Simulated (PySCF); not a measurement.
C2H6OTe, SMILES CC[Te]O. Geometry: r2SCAN-D4/def2-SVP. The def2 effective core potentials stand for the cores of Te; spin–orbit coupling is left out. The values are those of a single conformer.

Give the equilibrium geometry at r2SCAN-D4/def2-SVP (PySCF confirms it by a frequency run) as bond lengths and angles. (An estimate is asked for; the answer gives what the named calculation found.)

This is not unique; one that fits is 
Atoms: Te1 C2 C3 H4 H5 H6 H7 H8 O9 H10. Bonds (Å): Te1–C2 2.180, Te1–O9 2.021, C2–C3 1.517, C2–H4 1.100, C2–H5 1.103, C3–H6 1.101, C3–H7 1.101, C3–H8 1.104, O9–H10 0.969. Angles (°): C2–Te1–O9 94.0, Te1–C2–C3 112.1, Te1–C2–H4 106.6, Te1–C2–H5 104.7, C3–C2–H4 112.0, C3–C2–H5 112.8, H4–C2–H5 108.0, C2–C3–H6 111.7, C2–C3–H7 110.3, C2–C3–H8 110.6, H6–C3–H7 108.2, H6–C3–H8 108.2, H7–C3–H8 107.6, Te1–O9–H10 105.1.
